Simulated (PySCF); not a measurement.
This script is equivalent to a calculation on Si²⁺ (silicon, charge +2).

```python
from pyscf import gto, scf, dft, mp, cc
import basis_set_exchange as bse
mol = gto.M(atom="Si 0 0 0", charge=2, spin=0, symmetry="D2h",
            basis=gto.basis.parse(bse.get_basis("Sapporo-DZP-2012", elements=["Si"], fmt="nwchem", header=False)),
            nucmod="G")
mf = dft.UKS(mol, xc="M062X").sfx2c1e()
mf.irrep_nelec = {'Ag': (3, 3), 'B1u': (1, 1), 'B2u': (1, 1), 'B3u': (1, 1)}
mf.kernel()
```

(1) What total energy does it give?

(2) Which occupied shell lies highest, and where?

Answers

(1) -288.981 hartree (calculated).

(2) 3s, at -31.059 eV.
